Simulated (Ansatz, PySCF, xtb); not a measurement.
Reaction (SMILES): N[Si](Br)(Br)Br + 4 [H][H] (H2) -> 3 Br (HBr) + N (NH3) + [SiH4] (SiH4)
Structures are relaxed separately at B3LYP-D3(BJ)/def2-TZVP in Ansatz (a first-principles code), one conformer each, not searched for the lowest. Frequencies are from Ansatz or PySCF.

Quantity: energy of full hydrogenation (enthalpy at 298 K, with B3LYP-D3(BJ) rigid-rotor harmonic-oscillator terms), in eV. Valence correlation only, unless marked. Spin-orbit coupling is left out. The frozen core is the preceding noble-gas configuration, with the filled d and f shells of earlier blocks. No relativistic terms. CBS(X,Y): correlation extrapolated as X^-3; Hartree-Fock from the larger set.

| level | program | energy of full hydrogenation (eV) |
|---|---|---|
| GFN2-xTB | xtb | 1.14 |
| revPBE/def2-TZVPD | Ansatz | 2.58 |
| CCSD/def2-TZVPPD | Ansatz | [?] |
| CCSD(T)/CBS(def2-TZVPPD,def2-QZVPPD) | Ansatz | [?] |

Question: Fill in the missing entries.

Answer: 
- CCSD/def2-TZVPPD, energy of full hydrogenation (eV): 2.49
- CCSD(T)/CBS(def2-TZVPPD,def2-QZVPPD), energy of full hydrogenation (eV): 2.93
